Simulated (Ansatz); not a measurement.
The first iterations of a band of CH4 + Cl2Zn (8 atoms, charge 0, multiplicity 1).

Method: UKS PBE0/def2-SVP in Ansatz.

| Quantity | Value |
| --- | --- |
| movable images | 1 |
| climbing image | yes |
| spring | 5.0 eV/Å² |
| optimiser | quadratic models (default) |
| start path | through a guess of the saddle point |
| force threshold | 0.05 eV/Å |
| iteration limit | 60 |
| end points | relaxed |

Initial state:

```xyz
8
Properties=species:S:1:pos:R:3
Zn -1.110 -0.629 -1.436
Cl -1.036 -2.642 -0.817
Cl -1.358 1.287 -2.279
H 0.408 -0.657 0.760
C 0.698 0.395 0.902
H 0.310 0.742 1.869
H 1.793 0.464 0.894
H 0.295 1.040 0.106
```

Final state:

```xyz
8
Properties=species:S:1:pos:R:3
Zn -0.539 0.533 -0.921
Cl -0.745 -2.317 -0.462
Cl -1.750 0.531 -2.670
H -0.011 -2.317 0.597
C 0.588 0.846 0.626
H 0.075 0.543 1.553
H 1.525 0.271 0.550
H 0.857 1.909 0.727
```

| iteration | highest image above the first end (eV) | largest band force component (eV/Å) |
| --- | --- | --- |
| 1 | 2.005 | 2.269 |
| 2 | 1.854 | 1.398 |
| 3 | 1.791 | 0.879 |

Does the band converge within its limit, and where does its top end?

The forces met the threshold. It ended after 11 iterations with the highest image 1.866 eV above the first end. Neighbouring images differ by up to 1.9 eV, so the band resolves the path poorly. Another band between the same ends (7 images) ends at a top of the same energy, where a vibrational analysis finds 1 clearly imaginary mode. So few images can step over the top or miss a turn of the path. The orbitals were unrestricted but ended closed-shell.

Run time: 56 s on 4 threads of Arm Neoverse N1 (shared host), peak memory 0.35 GiB.
